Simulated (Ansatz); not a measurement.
`S[Si](S)(S)S` at its PBE0-D4/def2-TZVP geometry, where that method's forces vanish. Total charge 0; spin multiplicity 1.

```xyz
9

S     0.7564   -1.9759    0.2119
Si    0.0001    0.0000    0.0000
S    -0.9561    0.0809   -1.8974
S     1.6557    1.3105    0.2500
S    -1.4557    0.5854    1.4348
H     1.3511   -1.7232    1.3923
H     0.1120   -0.3981   -2.5613
H     0.9074    2.4254    0.1605
H    -2.3708   -0.3049    1.0093
```

Problem. What forces (eV/Å) does ωB97M-V/def2-TZVPP give on these atoms in Ansatz 0.2.0? (An estimate is asked.)

Solution. Computed: 
```
S1   0.039  0.001  0.078
Si2  0.000  0.002 -0.001
S3   0.063 -0.028 -0.056
S4  -0.036  0.081 -0.007
S5  -0.067 -0.056 -0.013
H6  -0.044 -0.007 -0.081
H7  -0.067  0.032  0.054
H8   0.043 -0.082  0.004
H9   0.070  0.057  0.021
```
